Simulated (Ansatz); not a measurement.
```yaml
crystal:
  periodic: [false, false, false]
  atoms:
    - {symbol: N, position_ang: [-0.781270, 1.902925, -0.402914]}
    - {symbol: Al, position_ang: [-0.125594, 0.390895, -0.064328]}
    - {symbol: O, position_ang: [1.056655, -0.249464, 0.866222]}
    - {symbol: Ge, position_ang: [0.439426, -1.757096, 0.097180]}
    - {symbol: H, position_ang: [-0.478617, 2.734371, -0.011894]}
    - {symbol: H, position_ang: [-1.512226, 2.059732, -1.015047]}
    - {symbol: H, position_ang: [1.524562, -2.430491, -0.656566]}
    - {symbol: H, position_ang: [-0.034423, -2.705785, 1.133777]}
basis:
  gaussian: {orbitals: "6-311G**", fitting: {mean_field: def2-universal-jkfit}}
hamiltonian: {xc: {name: revPBE0}, dispersion: d3bj}
```

```sh
$ ansatz run in.yaml --threads 2 --pin off --events-out ev --progress --plain --max-ram 4352MiB
```

Q: How does Ansatz answer? (Best estimate.)

A: Computed: The program refused the input.
```
Error: <dir> can't be read: No such file or directory (os error 2)
```
